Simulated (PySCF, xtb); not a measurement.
Ge(OH)4 (GeH₄O₄), SMILES [OH][Ge]([OH])([OH])[OH]. One conformer was computed; it need not be the lowest.

Harmonic wavenumbers (cm⁻¹) from xtb 6.7.1 with GFN2-xTB at its own minimum, in rising order: 168, 170, 194, 195, 232, 233, 237, 277, 303, 562, 603, 606, 607, 804, 831, 832, 834, 3652, 3652, 3653, 3659.

What does PySCF 2.14.0 with PBE0-D3(BJ)/def2-SVP give at its own minimum? (The exact figures need the calculation; the answer reports its results.)

153, 171, 223, 223, 226, 267, 284, 284, 341, 709, 754, 769, 769, 884, 906, 921, 921, 3900, 3900, 3901, 3904. Paired by order, the mean absolute difference is 102 cm⁻¹ and the zero-point energies are 31.9 and 34.9 kcal/mol.
